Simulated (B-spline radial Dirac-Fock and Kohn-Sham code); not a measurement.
**Core-level shifts of zinc with charge state**

Calculated with a radial atomic solver, using Dirac-Fock (average of configuration) total-energy differences with a finite nucleus, the Breit interaction including its frequency dependence, and self-energy and vacuum-polarisation corrections. Each ion is free and in its tabulated ground configuration. Electron correlation is not included.

Reference: Zn²²⁺, [He] 2s2 2p4, with K (1s) 10849.5 eV. Shifts from it, in eV (a dash: the subshell is empty, belongs to an open shell averaged over j, or its hole state is left out as unreliable):

```tsv
ion	configuration	K (1s)
Zn²³⁺	[He] 2s2 2p3	+167.3
Zn²⁴⁺	[He] 2s2 2p2	+338.9
Zn²⁵⁺	[He] 2s2 2p1	+514.8
Zn²⁶⁺	[He] 2s2	+695.0
Zn²⁷⁺	[He] 2s1	–
Zn²⁸⁺	1s2	+1013.8
Zn²⁹⁺	1s1	+1539.5
```
